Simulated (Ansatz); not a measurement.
Molecule: C₄H₉O (charge -1, singlet). It need not be the lowest isomer of its formula. Whether it binds its extra electron was not tested at this geometry. 
Coordinates optimised at B3LYP-D3(BJ)/def2-TZVP (Ansatz, a program for electronic structure):
```
C
H 1 1.0985
C 1 1.5231 2 108.19
H 3 1.0922 1 107.69 2 66.61
H 3 1.0974 4 110.08 1 123.64
H 3 1.0976 4 107.86 5 117.50
C 1 1.5253 2 109.04 3 -122.35
H 7 1.0953 1 110.74 2 -60.36
H 7 1.0960 8 107.41 1 120.55
H 7 1.0968 8 107.93 9 115.65
C 1 1.5719 2 105.54 3 116.79
O 11 1.3221 1 114.99 2 -60.49
H 11 1.1399 12 115.38 1 -120.74
H 11 1.1452 13 102.51 12 126.04
```
Charge -1, spin multiplicity 1.

Basis-set convergence of Hartree-Fock and MP2 correlation energies (hartree) with Ansatz. Cores are frozen in the correlated levels unless marked. No spin-orbit coupling. Non-relativistic. This anion needs diffuse functions, which these sets lack.

```csv
basis,functions,E(HF),"E(corr, MP2)"
cc-pVDZ,115,-231.52467,-0.77912
cc-pVTZ,276,-231.60160,-0.96830
cc-pVQZ,545,…,…
```

**Question.** Some entries are withheld; supply them.

**Answer.** 
- cc-pVQZ, E(HF): -231.62144
- cc-pVQZ, E(corr, MP2): -1.03444
